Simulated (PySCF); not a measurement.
Species: C4H7ClFSi (doublet state).
Z-matrix (Å and degrees, GFN2-xTB geometry), rows numbered from 1:
```
F 
C   1  1.3749
C   2  1.4494  1  119.76
C   3  1.4617  2   62.82  1  -107.40
Si  4  1.8956  2  116.97  3   111.55
C   5  1.9123  4  106.48  2  -161.70
Cl  6  1.7860  5  108.31  4   -63.42
H   2  1.0836  1  108.91  3   149.37
H   3  1.0682  2  131.28  4   122.12
H   4  1.0879  2  118.21  3  -106.11
H   5  1.4629  4  110.09  2    80.33
H   5  1.4655  4  110.36  2   -44.24
H   6  1.0865  5  112.50  4   178.91
H   6  1.0873  5  113.58  4    54.93
```

The hyperfine couplings belong to this conformer and change with its torsions.

As a line formula: `F[C@@H]1[CH][C@H]1[SiH2]CCl` [radical].

Method used: PySCF 2.14.0, UKS B3LYP, pcH-1 on C Cl F H Si, non-relativistic, mean-field spin-orbit, GIAO. Isolated species at its GFN2-xTB geometry (one conformer only). A GFN2-xTB geometry isn't a minimum of the functional, and hyperfine couplings can be far from their values at a DFT geometry. No stability test was run, so a lower SCF solution isn't excluded.

**Question.** Break the g tensor into its mass correction, gauge correction and orbital-Zeeman/spin–orbit terms.

**Answer.** 
```json
{"Δg (ppm)": "relativistic mass correction", "1": "-161", "2": "-161", "3": "-161"}
{"Δg (ppm)": "gauge correction", "1": "16", "2": "43", "3": "-12"}
{"Δg (ppm)": "orbital Zeeman/spin–orbit", "1": "-83", "2": "347", "3": "1280"}
{"Δg (ppm)": "total", "1": "-227", "2": "229", "3": "1107"}
```

So g = 2.00209, 2.00255, 2.00343 and g_iso = 2.00269; the tensor is rhombic: the two nearest values differ by 34 % of g3 − g1. 

**Question.** What effective moment and Curie constant follow for a powder?

**Answer.** With the mean of g² = 4.0108 and S(S+1) = 0.75: μ_eff = √(⟨g²⟩S(S+1)) = 1.734 μB and χT = 0.12505·⟨g²⟩·S(S+1) = 0.376 cm³ K/mol (cgs; spin-Hamiltonian part alone).

**Question.** What are the electron Larmor frequencies g μB B/h along the three axes at 340 mT?

**Answer.** 9.5274, 9.5296, 9.5338 GHz for g1, g2 and g3, a range of 6.4 MHz.

**Question.** In a frozen sample, at which fields do the three g values resonate at 9.5, 34, 94 and 263 GHz (hyperfine left aside), and which band first spreads them over more than twice a line width of 1.0 mT?

**Answer.** 
```json
{"band": "X", "GHz": "9.5", "B(g3) mT": "338.80", "B(g2) mT": "338.94", "B(g1) mT": "339.02", "spread mT": "0.23"}
{"band": "Q", "GHz": "34.0", "B(g3) mT": "1212.53", "B(g2) mT": "1213.07", "B(g1) mT": "1213.34", "spread mT": "0.81"}
{"band": "W", "GHz": "94.0", "B(g3) mT": "3352.30", "B(g2) mT": "3353.77", "B(g1) mT": "3354.53", "spread mT": "2.23"}
{"band": "J", "GHz": "263.0", "B(g3) mT": "9379.31", "B(g2) mT": "9383.42", "B(g1) mT": "9385.56", "spread mT": "6.25"}
```

The spread grows in proportion to the frequency. W band is the first where it exceeds 2.0 mT.

The largest Mulliken spin population is on C3 (+0.91). The angles at C3 add up to 325.2°, so it is pyramidal.

The HOMO–LUMO gaps are 6.14 eV among the α and 5.31 eV among the β orbitals.
